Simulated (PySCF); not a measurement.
**ZnSe⁺ at r²SCAN**

Level: r²SCAN. basis Zn pcseg-1, Se pcseg-1; no relativity; PySCF 2.14.

- state: ²Π (doublet), unpaired electrons π ↑
- bond length: 2.268 Å
- harmonic wavenumber: 297 cm⁻¹
- force constant: 1.85 mdyn/Å
- rotational constant Be: 0.09224 cm⁻¹
- anharmonicity ωexe: 1.03 cm⁻¹
- vibration–rotation constant αe: 0.000415 cm⁻¹
- well depth De to Zn⁺ + Se: 2.17 eV
- dissociation energy D0: 2.16 eV
- bond order (Mayer): 1.33
- dipole moment (positive dipole points towards Se; it is taken about the centre of mass and depends on that origin): -5.50 D

Spin–orbit coupling is left out. For an ion De counts to the pair picked by the measured ionisation energies or electron affinities, which need not be the lowest pair at this level. The state was picked by a PBE0 search and need not be the measured ground state.
